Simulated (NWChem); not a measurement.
MgSiH$_{4}$O$_{2}$; SMILES [OH][Mg][O][SiH3]

```xyz
8

Mg     0.5119     1.1513     0.0000
O      0.6965     2.8979     0.0000
H      0.7993     3.8424     0.0000
O      0.3229    -0.6354     0.0000
Si     0.1514    -2.2616     0.0000
H      0.7880    -2.8810    -1.2090
H     -1.2945    -2.6614     0.0000
H      0.7880    -2.8810     1.2090
```
Atoms are numbered in this order, from 1.

Coordinates come from a PBE0/def2-SVP optimisation.

**Question.** List the 4 lowest vertical singlet excitations from PBE/def2-SVPD, full TDDFT (NWChem).

**Answer.** 
```
state  energy (eV)  oscillator strength  leading excitation (squared amplitude)
-----  -----------  -------------------  --------------------------------------
S1            4.54                0.000                      HOMO → LUMO (1.00)
S2            4.54                0.000                    HOMO−1 → LUMO (1.00)
S3            4.73                0.045                    HOMO−2 → LUMO (0.99)
S4            4.73                0.045                    HOMO−3 → LUMO (0.99)
```
